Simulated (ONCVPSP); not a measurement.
What one change does to a pseudopotential (P, ONCV)

P, optimised norm-conserving Vanderbilt (ONCV), made with ONCVPSP 4.0.1 (PBE, scalar-relativistic). Core [He], reference 2s2 2p6 3s2 3p2.5 (charge +0.5). Waves: 2s+3s: rc 0.75 bohr, ncon 4, nbas 7, qcut 19.6 1/bohr, 2 projectors; 2p+3p: rc 0.90 bohr, ncon 4, nbas 7, qcut 17.8 1/bohr, 3 projectors, debl 1.4 Ha. Local part: polynomial inside 0.60 bohr (lpopt 4, dvloc0 4 Ha). Core correction: none.

Change: s: qcut 11.8.

Cutoffs: the cutoffs (Ha) at which the residual kinetic energy of the hardest occupied pseudo-wave falls to 1 and 0.1 mHa per electron; they do not see the model core or the augmentation charge, which bear on the density cutoff. Errors are all-electron minus pseudo energies relative to the spin-unpolarised reference configuration.

**Question.** Predict the effect on cutoff, ghosts and configuration errors.

**Answer.** The potential gets harder (113 Ha and 130 Ha → 113 Ha and 184 Ha); the errors of the 4 common tests hardly move; neither file shows a bound ghost.

| quantity | base | changed |
| --- | --- | --- |
| cutoff, loose | 113 Ha | 113 Ha |
| cutoff, tight | 130 Ha | 184 Ha |
| loose cutoff by channel | s 107 Ha, p 113 Ha | s 59 Ha, p 113 Ha |
| bound ghosts | none | none |
| GHOST(+) flags under 300 eV | none | none |
| error for 2s2 2p6 3s2 3p3, meV [ΔE -3.77 eV] | 0.0 | 0.0 |
| error for 2s2 2p6 3s2 3p2, meV [ΔE 5.95 eV] | +0.1 | +0.1 |
| error for 2s2 2p6 3s2 3p1, meV [ΔE 25.10 eV] | +1.4 | +1.6 |
| error for 2s2 2p6 3s1 3p3, meV [ΔE 15.08 eV] | 0.0 | 0.0 |
| s: phases at 0.76 bohr within 0.05 rad from the reference energy up to (Ha; the scan ends near 5) | to the end of the scan | to the end of the scan |
| p: phases at 0.91 bohr within 0.05 rad from the reference energy up to (Ha; the scan ends near 5) | to the end of the scan | to the end of the scan |
